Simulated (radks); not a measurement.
Results of a calculation; reference values are marked as such.
Species: Br+. Configuration: [Ar] 3d10 4s2 4p4. Code: a radial shooting solver on a logarithmic mesh with Libxc functionals. Model: scalar-relativistic Kohn-Sham, LDA (Slater exchange, Perdew-Wang correlation), spin-polarised, spherical densities, finite nucleus; open shells are filled with parallel spins first; Fermi nuclear charge, rms radius 4.1629 fm.

Unscreened Slater integrals over Kohn-Sham orbitals (hartree). They are taken over the spin-up orbitals.

integral      value
F0(4p,4p)   0.46403
F2(4p,4p)   0.24196
F0(4p,4s)   0.50241
G1(4p,4s)   0.33181
F0(4p,3d)   0.60656
F2(4p,3d)   0.12375
G1(4p,3d)  0.041840
G3(4p,3d)  0.038287
F0(4s,4s)   0.55344
F0(4s,3d)   0.70716
G2(4s,3d)  0.061360
F0(3d,3d)    1.5539
F2(3d,3d)   0.74128
F4(3d,3d)   0.46575

Derived for the open shells (J is the average intra-shell exchange parameter used in DFT+U). 4p: J = F2/5 = 0.04839 hartree; in LS coupling 1D lies 6 F2/25 = 0.05807 hartree above 3P.
